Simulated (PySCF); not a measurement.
# Substituent effects on chemical shifts

Parent skeleton `[BH3-:1][PH3+:2]`; one hydrogen on atom 1 is replaced by X. Hydrogens on one atom are averaged.

PySCF 2.14 calculation with structure optimised with PBE0-D3(BJ)/def2-SVP and shieldings: GIAO PBE0/pcSseg-1; one averaged value for each set of equivalent atoms, no solvent model, relativity neglected, one conformer.

References, each an isolated molecule treated in the same way: 11B (100.73 ppm) vs BF3·OEt2; H3PO4 for 31P (310.13 ppm); TMS for 1H (31.27 ppm).

Parent (X = H): B1 -51.6, P2 -148.5, H(B1) 1.10, H(P2) 4.14 ppm. Effects are Δδ = δ(X) − δ(H), positive for deshielding.

Question: Give Δδ (ppm) for X = BF2, SCH3, CH2F.

Answer: 
| X | SMILES | B1 | P2 | H(B1) | H(P2) |
| --- | --- | --- | --- | --- | --- |
| BF2 | FB(F)[BH2-][PH3+] | -5.1 | +3.0 | -0.14 | +0.10 |
| SCH3 | CS[BH2-][PH3+] | +21.9 | -26.3 | +1.50 | -0.12 |
| CH2F | FC[BH2-][PH3+] | +13.3 | -3.8 | +0.90 | -0.07 |

Question: Which position responds most, and to which substituents?

Answer: P2: from -26.3 ppm with SCH3 to +3.0 ppm with BF2.

Experimental scales use liquid or dissolved standards, which lie at an offset from isolated H3PO4.
